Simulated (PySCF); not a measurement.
CH2O, SMILES [H]/[C-]=[O+]/[H]. The structure is a stationary point at ωB97X-D3(BJ)/def2-TZVPD.

PySCF with TDDFT-LC-ωPBE/def2-TZVPD puts the lowest singlet excitations at 2.75, 5.94, 6.95, 7.86, 8.01, 8.70 eV and the lowest triplet (TDA) at 1.21 eV.

**Question.** What are the lowest singlet roots from EOM-CCSD/aug-cc-pVDZ in PySCF? (Estimate from the structure and the level; the computed values follow.)

**Answer.** 3.09, 5.48, 6.47, 7.50, 7.55, 8.26 eV; triplets 1.53, 5.26, 6.30 eV. S1 differs by 0.34 eV (second minus first; roots are paired by order, and the bases may differ).
